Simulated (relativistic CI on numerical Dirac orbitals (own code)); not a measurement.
Quantum defects of the ns series of Ca II

Problem. The ns ²S levels with J = 1/2 of Ca II lie at 4s: 0.0, 5s: 52166.9 cm⁻¹ (NIST Handbook of Basic Atomic Spectroscopic Data (Sansonetti and Martin, J. Phys. Chem. Ref. Data 34, 1559 (2005))), and the ionisation limit at 95751.9 cm⁻¹ (NIST ASD). Find the quantum defects and predict 6s.

Working.
1. The outer electron sees the charge z = 2; R = 109735.81 cm⁻¹ for this mass. The binding energy T = limit − E defines n* = z√(R/T).
2. Values: 4s: T = 95751.9, n* = 2.1411, δ = n − n* = 1.8589; 5s: T = 43585.0, n* = 3.1735, δ = n − n* = 1.8265.
3. With δ held at 1.8265: E(6s) = limit − Rz²/(6 − δ)² = 70551.2 cm⁻¹.
4. The Ritz form δ = δ₀ + a/n*² through the last two members has a = 0.2727 and δ₀ = 1.7994, so with n* ≈ 6 − 1.8265, δ(6) = 1.8151 and E = 70688.6 cm⁻¹.

Check. The measured level is 70677.6 cm⁻¹ (δ = 1.8160), so the two predictions miss by -126.4 and 11.0 cm⁻¹. A relativistic CI calculation tied to the same limit puts it at 70718 cm⁻¹. The defect is large because this electron penetrates the core.
